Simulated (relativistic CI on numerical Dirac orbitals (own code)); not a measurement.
# One change at a time: Nb15+

Base calculation: Dirac-Coulomb-Breit CI, orbitals from a KLI potential per configuration, QED by a radiative potential, unscaled Slater integrals.

CI space (outside the closed core [Ne]): 3s2 3p6 3d8, 3s2 3p5 3d9, 3s2 3p4 3d10, 3s 3p6 3d9, 3p6 3d10, 3s2 3p6 3d7 4s, 3s2 3p6 3d7 4p, 3s 3p5 3d10, 3s2 3p6 3d7 4d, 3s2 3p6 3d6 4s2, 3s2 3p6 3d7 4f, 3s2 3p6 3d6 4s 4p, 3s2 3p5 3d8 4s, 3s2 3p6 3d7 5s, 3s2 3p6 3d6 4p2, 3s2 3p4 3d9 4s. Levels of other configurations are missing.

The lowest level and the first level of each name with at least 55 % of one term (blank where a level has no safe partner in the second run):

```
              Level  Base (cm⁻¹)  Shift (cm⁻¹)
   3s2 3p6 3d8 3F_4            0             0
   3s2 3p6 3d8 3F_3        20829          +666
   3s2 3p6 3d8 3F_2        24932           -28
   3s2 3p6 3d8 3P_0        65694          -216
   3s2 3p6 3d8 3P_1        66928           +87
   3s2 3p6 3d8 1G_4        80505          +992
   3s2 3p6 3d8 1S_0       165589          +199
  3s2 3p5 3d9 3F°_4      1218293         +2768
  3s2 3p5 3d9 1D°_2      1240326         +2801
  3s2 3p5 3d9 3F°_3      1266567         +3661
  3s2 3p5 3d9 3P°_1      1312992         +3167
  3s2 3p5 3d9 3P°_0      1316346         +3115
  3s2 3p5 3d9 3D°_3      1332127         +3304
  3s2 3p5 3d9 3D°_1      1353620         +2920
  3s2 3p5 3d9 3F°_2      1383485         +5869
  3s2 3p5 3d9 1F°_3      1502711         +4582
  3s2 3p5 3d9 1P°_1      1506167         +5252
3s2 3p6 3d7 4s 5F_5      1803208           +40
3s2 3p6 3d7 4s 5F_4      1814140           +80
3s2 3p6 3d7 4s 5F_3      1826348          +373
3s2 3p6 3d7 4s 3F_4      1829536          +273
3s2 3p6 3d7 4s 5F_2      1832524          +284
```

At this charge energies of transitions that change n are usually good to better than 1 %, and those within a shell (Δn = 0) to a few per cent. Terms inside the open d or f shell come out 10 to 20 % too wide with unscaled integrals.

One thing was changed in a second run, which moved the levels as shown. Which?
A. configuration mixing switched off
B. Breit term removed
C. QED terms removed

B. Breit term removed. The Breit term mainly narrows fine-structure intervals, so removing it widens them.

LS names give the leading component of a level, which can be under half, so a name can repeat, a term be missing and a line seem to break the LS rules.
